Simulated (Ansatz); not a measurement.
Consider the formal exchange of groups at the Se–Si bond: `CO[SiH](C)[SeH]` + `N=CCl` → `N=C[SeH]` + `CO[SiH](C)Cl`.

Program: Ansatz. Geometries: PBE0-D4/def2-TZVP. ΔE: electronic, gas phase. CBS: MP2 limit from def2 TZ/QZ plus the TZ coupled-cluster correction, frozen cores. This one scheme is used for every species. Functionals use def2-TZVPP. B3LYP here is the variant with VWN-RPA as its local correlation; programs differ in this. For Se outer-core shells are correlated without core-valence functions, which leaves a few kJ/mol of doubt a bond. Scalar relativity is left out up to krypton. One conformer a species, not always the lowest.

```
             level  ΔE (kJ/mol)  difference from CCSD(T)/CBS
            PBE-D4        -47.6                          4.9
         r2SCAN-D4        -53.3                         -0.8
           PBE0-D4        -49.0                          3.5
          B3LYP-D4        -54.6                         -2.1
           ωB97M-V        -53.4                         -0.9
            B2PLYP        -56.2                         -3.7
               PBE        -48.2                          4.3
              PBE0        -49.7                          2.8
     HF/def2-TZVPP        -60.5                         -8.0
SCS-MP2/def2-TZVPP        -57.2                         -4.7
   CCSD/def2-TZVPP        -56.1                         -3.6
CCSD(T)/def2-TZVPP        -54.8                         -2.3
     HF/def2-QZVPP        -61.1                         -8.6
SCS-MP2/def2-QZVPP        -56.6                         -4.1
      HF/CBS(def2)        -61.2                         -8.7
    CCSD/CBS(def2)        -53.9                         -1.4
       CCSD(T)/CBS        -52.5                            0
```

Largest T1 diagnostic among the species: 0.012.

In def2-TZVPP, CCSD(T) changes the Hartree–Fock value by +5.8 kJ/mol (the triples alone add +1.3 kJ/mol) and MP2 by +4.4 kJ/mol.
